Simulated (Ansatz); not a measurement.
Two structures of BH₅SeS, closed shell, reached by relaxing down either side of one saddle point (PBE0-D4/def2-TZVP). Energies are electronic, without zero-point energy. Computed with Ansatz 0.2.0 (basis: def2-TZVPP and def2-QZVPP); correlated methods freeze the cores. Filled d shells of the heavier atoms are correlated. The def2 sets are not built for correlating such inner shells, so the correlated values are less sure here. Extrapolation: Hartree–Fock as exp(−7.88 √X), correlation as X^−2.97. First:

```csv
atom,x (Å),y (Å),z (Å)
B1,-0.6518,-0.5403,-0.3724
S2,0.8357,-0.6616,-1.4547
H3,-0.9578,-1.5919,0.1187
H4,-1.5404,0.1954,-0.6985
H5,0.5272,1.7007,1.0470
Se6,-0.1285,0.5061,1.5965
H7,0.7451,0.5336,-2.0594
H8,1.1705,-0.1420,1.8228
```

Second:

B1  (-0.694, -0.492, -0.004)
S2  (0.718, 0.002, -1.368)
H3  (-0.358, -1.614, 0.259)
H4  (-1.682, -0.390, -0.681)
H5  (1.807, 0.113, -0.586)
Se6  (-0.726, 0.816, 1.518)
H7  (0.554, 1.337, -1.422)
H8  (0.382, 0.228, 2.283)
(Å)

(1) Which bonds change from the first to the second?

(2) Give the saddle point's structure and its height above each. (An estimate is asked for; the value comes from the calculation.)

No T1 diagnostic of these runs exceeds 0.011.

Answers

(1) BH₃S ([BH2][SH]) + H₂Se → BH₃Se ([BH2][SeH]) + H₂S (still joined by a long B–S bond); bonds formed: S2–H5; dative contacts that become bonds: B1–Se6; bonds broken: H5–Se6; bonds weakened to dative contacts: B1–S2.

(2) The calculation gives: 58.9 kJ/mol above the first and 65.2 kJ/mol above the second (CCSD(T) at an estimated basis limit (MP2 extrapolated from triple and quadruple zeta, plus CCSD(T) − MP2 in triple zeta)).
```
8
angstrom
B -0.6234 -0.5024 -0.1813
S 0.9759 -0.1633 -1.2694
H -0.5788 -1.6166 0.2476
H -1.6271 -0.1247 -0.7084
H 0.9773 0.7518 0.1791
Se -0.1877 0.8636 1.4335
H 0.5130 0.8873 -1.9665
H 0.5507 -0.0957 2.2652
```

Labels in which every atom is bracketed show which atoms are joined, not bond orders.

For scale, one of the runs: CCSD(T)/def2-TZVPP, 191 basis functions (an equivalent command: `ansatz run in.yaml --threads 4`). Time: 38 s of wall clock on 4 CPU threads; the host was shared. Peak host memory: 2 GiB.
